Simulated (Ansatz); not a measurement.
`F[Si](F)(F)I` + HI → `F[Si](F)(I)I` + H–F at 298.15 K and 1 bar (ligand exchange at the Si–F bond).

Gas-phase electronic energies from Ansatz, PBE0-D4/def2-TZVP geometries. CBS: MP2 limit from def2 TZ/QZ plus the TZ coupled-cluster correction, frozen cores. This one scheme is used for every species. def2 core potentials past Kr. For I outer-core shells are correlated without core-valence functions, which leaves a few kJ/mol of doubt a bond.

| species | CCSD(T)/CBS energy (Eh) | H − E (kJ/mol) | S (J/(mol·K)) |
| --- | --- | --- | --- |
| `F[Si](F)(F)I` | -886.14639 | 44.7 | 328.6 |
| HI | -298.03592 | 22.7 | 206.5 |
| `F[Si](F)(I)I` | -1083.76165 | 41.1 | 365.1 |
| H–F | -100.39570 | 33.5 | 173.6 |

H − E and S are ideal-gas, rigid-rotor, harmonic terms from PBE0-D4/def2-TZVP. 1 Eh = 2625.50 kJ/mol, R = 8.31446 J/(mol·K).

Task: By hand: ΔE, ΔH, ΔS and ΔG.

Result: ΔE = (-1083.76165) + (-100.39570) − (-886.14639) − (-298.03592) = 0.02496 Eh = 65.5 kJ/mol. Δ(H − E) = 41.1 + 33.5 − 44.7 − 22.7 = 7.2, so ΔH = 72.7 kJ/mol. ΔS = 365.1 + 173.6 − 328.6 − 206.5 = 3.6 J/(mol·K). ΔG = 72.7 − 298.15 × (3.6)/1000 = 71.6 kJ/mol.

Task: By hand: the equilibrium constant, and the temperature at which ΔG would vanish if ΔH and ΔS stayed fixed.

Result: log₁₀ K = −ΔG/(RT ln 10) = -12.5. ΔG = 0 at ΔH/ΔS = 20194 K, far beyond where these terms or the molecules hold.

The number of gas molecules stays the same, so ΔS is small and ΔH decides. A doubt of 5 kJ/mol in ΔE shifts log₁₀ K by 0.9 here. These are equilibria of isolated gas molecules and say nothing of rates. Largest T1 diagnostic: 0.010 (customary marks: 0.02 for closed shells, 0.045 for open ones).
